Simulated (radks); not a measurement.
Results of a calculation; reference values are marked as such.
Effect of the nuclear size on the barium ion Ba2+, [Xe]. Code: a radial shooting solver on a logarithmic mesh with Libxc functionals. Model: Dirac Kohn-Sham, PBE, spin-unpolarised, spherical densities, finite nucleus; Fermi nuclear charge, rms radius 4.8378 fm. The rms radius is varied about that value; shifts are against it.

| rms radius (fm) | total energy shift (eV) | density at nucleus (e/bohr^3) | 1s1/2 shift (meV) | 2s1/2 shift (meV) | 4p1/2 shift (meV) | 5s1/2 shift (meV) | 5p1/2 shift (meV) | 5p3/2 shift (meV) | 6s1/2 (empty) shift (meV) |
|---|---|---|---|---|---|---|---|---|---|
| 3.967 | -2.76 | 3.354e+05 | -1150 | -138 | 0.418 | -0.973 | 0.097 | 0.115 | -0.173 |
| 4.6104 | -0.765 | 3.258e+05 | -319 | -38.3 | 0.116 | -0.269 | 0.027 | 0.032 | -0.048 |
| 4.8378 | 0 | 3.227e+05 | 0.000 | 0.000 | 0.000 | 0.000 | 0.000 | 0.000 | 0.000 |
| 5.0603 | 0.777 | 3.2e+05 | 324 | 38.9 | -0.118 | 0.273 | -0.027 | -0.032 | 0.049 |
| 5.4764 | 2.31 | 3.151e+05 | 960 | 115 | -0.349 | 0.811 | -0.081 | -0.096 | 0.144 |

Slopes of the eigenvalues against <r^2> in GHz/fm^2, as finite differences over the two radii next to the reference (eigenvalue slopes, not the field-shift constants of lines): 1s1/2 35700, 2s1/2 4290, 4p1/2 -13.0, 5s1/2 30.1, 5p1/2 -2.99, 5p3/2 -3.57, 6s1/2 (empty) 5.36.
